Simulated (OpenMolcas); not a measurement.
**Ionisation energies of manganese**

```yaml
Program: OpenMolcas 26.06
Basis: ANO-L-VTZP [6s5p3d2f1g]
Scalar_Hamiltonian: non-relativistic, point nucleus
Spin-orbit_coupling: state interaction with AMFI integrals over the reference wave functions, term energies averaged over their components
```

Active shells in each charge state: the valence d shell, with orbitals averaged over the low states. Where CASPT2's correlated closed shells are named, they are those of the first ion.

A. CASSCF
B. SS-CASPT2, IPEA 0.25 Eh, imaginary shift 0.1 Eh (closed shells correlated: 3s 3p)
C. SS-CASPT2, IPEA 0.25 Eh, imaginary shift 0.1 Eh (closed shells correlated: none)
D. SS-CASPT2, IPEA 0 Eh, imaginary shift 0.1 Eh (closed shells correlated: 3s 3p)
E. SS-CASPT2, IPEA 0.25 Eh, imaginary shift 0.1 Eh (closed shells correlated: 2s 2p 3s 3p)

Energies in eV between the lowest computed levels, named as in B; reference values from the NIST Atomic Spectra Database with their kind.

| From | To | A | B | C | D | E | Spin-orbit share in B | Reference |
| --- | --- | --- | --- | --- | --- | --- | --- | --- |
| Mn2+ 3d5 6S 5/2 | Mn3+ 3d4 5D0 | 32.846 | 34.228 | 33.788 | 34.328 | 34.233 | -0.073 | 33.668 (measured) |
| Mn3+ 3d4 5D0 | Mn4+ 3d3 4F 3/2 | 50.528 | 51.659 | 51.201 | 51.723 | 51.665 | -0.039 | 51.210 (semi-empirical) |
| Mn4+ 3d3 4F 3/2 | Mn5+ 3d2 3F2 | 71.770 | 72.502 | 72.121 | 72.548 | 72.502 | -0.014 | 72.410 (semi-empirical) |
| Mn5+ 3d2 3F2 | Mn6+ 3d 2D 3/2 | 95.398 | 95.912 | 95.516 | 95.972 | 95.903 | +0.022 | 95.604 (measured) |
| Mn6+ 3d 2D 3/2 | Mn7+ 3p6 1S0 | 119.502 | 119.905 | 119.502 | 119.953 | 119.859 | +0.103 | 119.203 (measured) |

Error against the reference values, in %:

```json
{"From": "Mn2+", "Reference": "measured", "A": "-2.4", "B": "+1.7", "C": "+0.4", "D": "+2.0", "E": "+1.7"}
{"From": "Mn3+", "Reference": "semi-empirical", "A": "-1.3", "B": "+0.9", "C": "0", "D": "+1.0", "E": "+0.9"}
{"From": "Mn4+", "Reference": "semi-empirical", "A": "-0.9", "B": "+0.1", "C": "-0.4", "D": "+0.2", "E": "+0.1"}
{"From": "Mn5+", "Reference": "measured", "A": "-0.2", "B": "+0.3", "C": "-0.1", "D": "+0.4", "E": "+0.3"}
{"From": "Mn6+", "Reference": "measured", "A": "+0.3", "B": "+0.6", "C": "+0.3", "D": "+0.6", "E": "+0.6"}
```

Mean absolute error over the 3 measured values: A 0.44 eV, B 0.52 eV, C 0.17 eV, D 0.59 eV, E 0.51 eV. C lies closest.

The lowest level within the active space need not be the ion's true ground level.
